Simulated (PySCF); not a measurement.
C2H8O2Si, SMILES CO[Si@@H](C)O.

Geometry optimised at PBE0-D3(BJ)/def2-SVP. The structure was generated by enumeration; whether it is a known compound was not checked. Other conformers were not sampled.

Vertical ionisation energy (IE) and electron affinity (EA) in eV. Rows of orbital energies are one-electron estimates. Where ΔSCF, EOM or ADC give a negative EA the extra electron is unbound and the value depends on the basis.

```json
[
 {"level": "−ε(HOMO), −ε(LUMO), ωB97X/def2-TZVP (PySCF)", "IE": "10.54", "EA": "-2.88"},
 {"level": "−ε(HOMO), −ε(LUMO), PBE/def2-TZVP (PySCF)", "IE": "?", "EA": "?"}
]
```

Fill in the missing entries. (The exact figures need the calculation; the answer reports its results.)


- −ε(HOMO), −ε(LUMO), PBE/def2-TZVP (PySCF), IE: 6.52
- −ε(HOMO), −ε(LUMO), PBE/def2-TZVP (PySCF), EA: 0.06
